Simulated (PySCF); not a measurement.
GeH3Cl, SMILES [Cl][GeH3]. Geometry: PBE0-D3(BJ)/def2-TZVP.

Computed equilibrium geometry at PBE0-D3(BJ)/def2-TZVP (PySCF confirms it by a frequency run) as Cartesian coordinates in Å, and its point group:
point group C3v.
```xyz
5

Ge     0.0000     0.0000     0.6785
Cl     0.0000     0.0000    -1.4764
H     -1.2680     0.7321     1.1289
H      1.2680     0.7321     1.1289
H      0.0000    -1.4641     1.1289
```
